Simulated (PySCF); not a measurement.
H$_{4}$AlO$_{4}$ (SMILES [OH][Al-]([OH])([OH])[OH]), charge -1, singlet, at a GFN2-xTB geometry (such geometries of metal compounds can be far from the true shape) (in this run its highest filled SCF level lies above zero, so its values depend strongly on the basis, on diffuse functions most of all), with bond 3-2 at 1.6 times its length. Base run: PBE/STO-3G (PySCF).

Geometry (Å):
```xyz
9

Al     0.0000     0.0000     0.0000
O      1.6001    -0.4186    -0.5695
H      1.8628    -0.4182    -2.0619
O      0.1147     0.2626     1.7256
H      0.8385     0.7741     2.0596
O     -0.5199     1.4075    -0.8993
H     -1.4303     1.6647    -0.8529
O     -1.1949    -1.2515    -0.2569
H     -1.1725    -2.0205     0.2955
```
Charge -1, spin multiplicity 1.
All else is at PySCF's defaults.
Base energy -537.99677 Eh.

Each row names what was changed in the base input (with any setting that the change needs).

```json
[
 {"change": "base", "ΔE vs base (µEh)": "0.0", "SCF cycles": "12", "outcome": "converged"},
 {"change": "conv_tol = 1e-11", "ΔE vs base (µEh)": "0.0", "SCF cycles": "13", "outcome": "converged"},
 {"change": "diis_space = 2", "ΔE vs base (µEh)": "-", "SCF cycles": "50", "outcome": "not converged"},
 {"change": "conv_tol_grad = 1e-3", "ΔE vs base (µEh)": "0.0", "SCF cycles": "12", "outcome": "converged"},
 {"change": "init_guess = vsap", "ΔE vs base (µEh)": "0.0", "SCF cycles": "12", "outcome": "converged"},
 {"change": "init_guess = 1e", "ΔE vs base (µEh)": "0.0", "SCF cycles": "15", "outcome": "converged"},
 {"change": "level_shift = 0.5 (with mf.max_cycle = 100)", "ΔE vs base (µEh)": "0.0", "SCF cycles": "36", "outcome": "converged"},
 {"change": "level_shift = 1.0 (with mf.max_cycle = 100)", "ΔE vs base (µEh)": "0.0", "SCF cycles": "71", "outcome": "converged"},
 {"change": "conv_tol_grad = 1e-7", "ΔE vs base (µEh)": "0.0", "SCF cycles": "14", "outcome": "converged"},
 {"change": "diis = off; damp = 0.6 (with mf.diis_start_cycle = 200; with mf.max_cycle = 150)", "ΔE vs base (µEh)": "0.0", "SCF cycles": "27", "outcome": "converged"},
 {"change": "diis_space = 12", "ΔE vs base (µEh)": "0.0", "SCF cycles": "12", "outcome": "converged"},
 {"change": "init_guess = sap", "ΔE vs base (µEh)": "0.0", "SCF cycles": "12", "outcome": "converged"},
 {"change": "conv_tol = 1e-12", "ΔE vs base (µEh)": "0.0", "SCF cycles": "16", "outcome": "converged"}
]
```
